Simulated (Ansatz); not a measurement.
`c1cc2ccc3c[o+]cc4ccc(c1)c2c34`, 25 atoms. Hardware: 4 threads of Intel Xeon 6975P-C on a shared host.

Correlated methods freeze 16 core orbitals.

How many basis functions does each of these Ansatz runs have, and roughly what does it cost? PBE0-D4/def2-SVP, charge 2 doublet at the geometry of the charge 1 singlet, energy; PBE-D4/def2-SVP, charge 2 doublet, energy, from earlier orbitals; MP2/def2-SVP, charge 1 singlet, energy, from earlier orbitals; PBE-D4/def2-SVP, charge 1 singlet, energy, from earlier orbitals; PBE0-D4/def2-SVP, charge 2 doublet, energy, from earlier orbitals; PBE0-D4/def2-TZVP, charge 1 singlet, energy and forces, from earlier orbitals; r2SCAN-D4/def2-TZVP, charge 1 singlet, energy and forces, from earlier orbitals; PBE0-D4/def2-SVP, charge 1 singlet, energy, from earlier orbitals; PBE-D4/def2-SVP, charge 2 doublet, relaxation, 5 steps; PBE0-D4/def2-SVP, charge 1 triplet at the geometry of the charge 1 singlet, energy; PBE-D4/def2-SVP, charge 1 singlet, relaxation, 5 steps; PBE0-D4/def2-SVP, charge 0 doublet at the geometry of the charge 1 singlet, energy.

Other jobs shared the machine, so times can vary by a factor of up to 3. A dash marks memory too small to be measured apart from the calling script's.

```json
{"run": "PBE-D4/def2-SVP, charge 1 singlet, energy, from earlier orbitals", "functions": "269", "fitting or Cholesky vectors": "3035", "wall time": "2.9 s", "peak host memory (GiB)": "–"}
{"run": "PBE-D4/def2-SVP, charge 2 doublet, energy, from earlier orbitals", "functions": "269", "fitting or Cholesky vectors": "3035", "wall time": "5.5 s", "peak host memory (GiB)": "–"}
{"run": "PBE0-D4/def2-SVP, charge 1 singlet, energy, from earlier orbitals", "functions": "269", "fitting or Cholesky vectors": "3035", "wall time": "6 s", "peak host memory (GiB)": "1.6"}
{"run": "MP2/def2-SVP, charge 1 singlet, energy, from earlier orbitals", "functions": "269", "fitting or Cholesky vectors": "2786", "wall time": "10 s", "peak host memory (GiB)": "1.1"}
{"run": "PBE0-D4/def2-SVP, charge 1 triplet at the geometry of the charge 1 singlet, energy", "functions": "269", "fitting or Cholesky vectors": "2786", "wall time": "13 s", "peak host memory (GiB)": "1.7"}
{"run": "PBE0-D4/def2-SVP, charge 0 doublet at the geometry of the charge 1 singlet, energy", "functions": "269", "fitting or Cholesky vectors": "2786", "wall time": "14 s", "peak host memory (GiB)": "1.7"}
{"run": "PBE-D4/def2-SVP, charge 1 singlet, relaxation, 5 steps", "functions": "269", "fitting or Cholesky vectors": "3035", "wall time": "14 s", "peak host memory (GiB)": "–"}
{"run": "PBE0-D4/def2-SVP, charge 2 doublet, energy, from earlier orbitals", "functions": "269", "fitting or Cholesky vectors": "3035", "wall time": "15 s", "peak host memory (GiB)": "1.8"}
{"run": "r2SCAN-D4/def2-TZVP, charge 1 singlet, energy and forces, from earlier orbitals", "functions": "550", "fitting or Cholesky vectors": "3247", "wall time": "16 s", "peak host memory (GiB)": "1.9"}
{"run": "PBE0-D4/def2-SVP, charge 2 doublet at the geometry of the charge 1 singlet, energy", "functions": "269", "fitting or Cholesky vectors": "3035", "wall time": "16 s", "peak host memory (GiB)": "1.9"}
{"run": "PBE-D4/def2-SVP, charge 2 doublet, relaxation, 5 steps", "functions": "269", "fitting or Cholesky vectors": "3035", "wall time": "19 s", "peak host memory (GiB)": "–"}
{"run": "PBE0-D4/def2-TZVP, charge 1 singlet, energy and forces, from earlier orbitals", "functions": "550", "fitting or Cholesky vectors": "3247", "wall time": "32 s", "peak host memory (GiB)": "3.6"}
```
